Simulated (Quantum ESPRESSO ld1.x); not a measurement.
Values are calculated unless marked as measured or tabulated.
Zr II, 39 electrons, occupied as [Ar] 3d10 4s2 4p4 4d2 5s1 4f2 (not the ground configuration).

Level of theory: scalar-relativistic Kohn-Sham, exchange-only PBE, spin-unpolarised, spherical densities, point nucleus (ld1.x of Quantum ESPRESSO 7.5).

Energy parts (hartree):
total: -3593.049
kinetic: 3696.338
electron-nucleus: -8619.878
Hartree: 1441.436
exchange: -110.944

Orbitals (lengths in bohr, moments of r in powers of bohr; r(max) is where P^2 peaks):
orbital,occ.,eigenvalue (hartree),<r^2>,r(max)
1s,2,-656.156,0.001853,0.02414
2s,2,-91.7743,0.03116,0.1370
2p,6,-81.9573,0.02454,0.1095
3s,2,-15.8457,0.2408,0.4081
3p,6,-12.6466,0.2485,0.4021
3d,10,-7.39463,0.2465,0.3471
4s,2,-2.84334,1.576,1.064
4p,4,-1.99710,1.946,1.153
4d,2,-0.80153,3.533,1.429
4f,2,-0.09845,42.59,4.807
5s,1,-0.60027,9.480,2.635

The highest occupied level is 4f at -2.679 eV. Summed over all electrons, <r^2> = 117.3 bohr^2, which gives a Langevin (diamagnetic) susceptibility term of -92.9 x 10^-6 cm^3/mol.
